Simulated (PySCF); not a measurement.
SMILES OB(O)/C=[CH]/[Al]([OH])[OH], CAM-B3LYP/def2-SVP optimised geometry.

```
14

B      2.19     0.76     0.00
O      2.80     1.98    -0.01
O      2.87    -0.43     0.00
C      0.63     0.73     0.00
C     -0.10    -0.40     0.00
Al    -2.04    -0.40     0.00
O     -2.87    -1.88     0.00
O     -2.96     1.02     0.00
H      3.77     1.97    -0.01
H      3.83    -0.37     0.00
H      0.11     1.70    -0.01
H      0.47    -1.34     0.00
H     -3.83    -1.98     0.00
H     -2.66     1.93     0.00
```

Density from CAM-B3LYP/def2-TZVP in PySCF at that geometry.

Minimum of the electron density along straight lines between bonded atoms, close to the bond critical point (lines longer than 1.1 times the sum of covalent radii, or with two minima, are not listed):

```json
[
 {"bond": "B1–O2", "length / Å": "1.364", "ρ at the minimum / e bohr⁻³": "0.208", "∇²ρ there / e bohr⁻⁵": "0.89", "position (fraction from the first atom)": "0.33"},
 {"bond": "B1–O3", "length / Å": "1.363", "ρ at the minimum / e bohr⁻³": "0.209", "∇²ρ there / e bohr⁻⁵": "0.90", "position (fraction from the first atom)": "0.33"},
 {"bond": "B1–C4", "length / Å": "1.566", "ρ at the minimum / e bohr⁻³": "0.195", "∇²ρ there / e bohr⁻⁵": "-0.35", "position (fraction from the first atom)": "0.33"},
 {"bond": "C4–C5", "length / Å": "1.347", "ρ at the minimum / e bohr⁻³": "0.343", "∇²ρ there / e bohr⁻⁵": "-1.03", "position (fraction from the first atom)": "0.50"},
 {"bond": "C5–Al6", "length / Å": "1.934", "ρ at the minimum / e bohr⁻³": "0.091", "∇²ρ there / e bohr⁻⁵": "0.28", "position (fraction from the first atom)": "0.60"},
 {"bond": "Al6–O7", "length / Å": "1.693", "ρ at the minimum / e bohr⁻³": "0.111", "∇²ρ there / e bohr⁻⁵": "0.79", "position (fraction from the first atom)": "0.43"},
 {"bond": "Al6–O8", "length / Å": "1.697", "ρ at the minimum / e bohr⁻³": "0.109", "∇²ρ there / e bohr⁻⁵": "0.79", "position (fraction from the first atom)": "0.43"},
 {"bond": "O2–H9", "length / Å": "0.963", "ρ at the minimum / e bohr⁻³": "0.356", "∇²ρ there / e bohr⁻⁵": "-2.41", "position (fraction from the first atom)": "0.80"},
 {"bond": "O3–H10", "length / Å": "0.962", "ρ at the minimum / e bohr⁻³": "0.357", "∇²ρ there / e bohr⁻⁵": "-2.41", "position (fraction from the first atom)": "0.80"},
 {"bond": "C4–H11", "length / Å": "1.100", "ρ at the minimum / e bohr⁻³": "0.275", "∇²ρ there / e bohr⁻⁵": "-0.95", "position (fraction from the first atom)": "0.64"},
 {"bond": "C5–H12", "length / Å": "1.099", "ρ at the minimum / e bohr⁻³": "0.275", "∇²ρ there / e bohr⁻⁵": "-0.95", "position (fraction from the first atom)": "0.65"},
 {"bond": "O7–H13", "length / Å": "0.959", "ρ at the minimum / e bohr⁻³": "0.355", "∇²ρ there / e bohr⁻⁵": "-2.41", "position (fraction from the first atom)": "0.81"},
 {"bond": "O8–H14", "length / Å": "0.958", "ρ at the minimum / e bohr⁻³": "0.356", "∇²ρ there / e bohr⁻⁵": "-2.41", "position (fraction from the first atom)": "0.81"}
]
```
